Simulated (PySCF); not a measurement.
## C₆ coefficients of unlike pairs at MN15

Calculated with PySCF 2.14 from the dipole response of each species, C₆(A,B) = (3/π) ∫ α_A(iu) α_B(iu) du, in atomic units, from isotropic polarisabilities. For ions this is the dispersion term alone; charge-induced terms of lower order in 1/R come first.

```json
{"species": "Au²⁺", "configuration": "[Xe] 4f14 5d9 (2D)", "basis": "def2-TZVPPD with the def2 core potential (60 electrons) (6s5p3d2f1g)", "relativity": "core potential", "α (bohr³)": "7.933", "C₆ (like pair)": "49.69"}
{"species": "Cu³⁺", "configuration": "[Ar] 3d8 (3F)", "basis": "aug-cc-pwCVTZ-PP with ECP10MDF (8s8p7d4f3g)", "relativity": "core potential", "α (bohr³)": "1.452", "C₆ (like pair)": "3.234"}
{"species": "Al⁺", "configuration": "[Ne] 3s2 (1S)", "basis": "dyall-av3z (19s12p3d2f)", "relativity": "none", "α (bohr³)": "23.65", "C₆ (like pair)": "115.7"}
{"species": "Cl³⁺", "configuration": "[Ne] 3s2 3p2 (3P)", "basis": "aug-cc-pV(T+d)Z with one added diffuse shell each of s, p, d, f type (7s6p5d3f)", "relativity": "none", "α (bohr³)": "4.424", "C₆ (like pair)": "11.45"}
```

Q: Estimate C₆ for Cl³⁺ with Al⁺.

A: The integral gives 31.97. The combination rule 2 C_A C_B / (C_A α_B/α_A + C_B α_A/α_B) gives 31.97 and the geometric mean 36.40.

No spin-orbit coupling is included.

The other pairs:

| pair | C₆ |
| --- | --- |
| Al⁺, Au²⁺ | 60.63 |
| Al⁺, Cu³⁺ | 12.57 |
| Cl³⁺, Cu³⁺ | 5.452 |
| Cu³⁺, Au²⁺ | 12.18 |
| Cl³⁺, Au²⁺ | 23.41 |
